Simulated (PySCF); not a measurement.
Distorted geometries of TaF4

TaF4 (doublet). PySCF 2.14.0, UKS PBE0, Ta def2-SVP with ECP60, F def2-SVP; non-relativistic Hamiltonian with scalar-relativistic core potentials where named; density fitting; no spin-orbit coupling. Relaxed geometry:

```xyz
5

Ta    0.0000    0.0000    0.0000
F     1.7548    0.0000   -0.6464
F     0.0000    1.7548    0.6464
F    -1.7548    0.0000   -0.6464
F     0.0000   -1.7548    0.6464
```

Problem. Order these distorted geometries by energy above the relaxed one, lowest first.
A.
```xyz
5

Ta    0.0961   -0.0968   -0.0756
F     1.7302    0.0737   -0.6107
F    -0.0381    1.7808    0.6792
F    -1.7647   -0.0682   -0.5357
F    -0.0235   -1.6895    0.5427
```
B.
```xyz
5

Ta    0.0087   -0.1162    0.0994
F     1.9596    0.0783   -0.4653
F     0.0372    1.8205    0.5504
F    -1.7072   -0.1178   -0.6993
F    -0.2983   -1.6648    0.5148
```
C.
```xyz
5

Ta   -0.0154    0.0100   -0.0242
F     1.7430    0.0468   -0.5940
F     0.0127    1.7368    0.6569
F    -1.7617   -0.0428   -0.6933
F     0.0214   -1.7508    0.6546
```

Solution. C (0.02 eV), A (1.28 eV), B (2.07 eV).

Problem. Which forces (eV/Å) act in the one that lies 2.07 eV up?

Solution. 
```
Ta    4.70  15.63  -5.12
F    -3.21  -0.95   1.02
F    -0.46  -2.29  -0.13
F     0.69   0.50   0.23
F    -1.72 -12.89   4.01
```
Forces carry noise of the integration grid, about 0.01 to 0.03 eV/Å.

Open shells may have lower solutions than the one found.
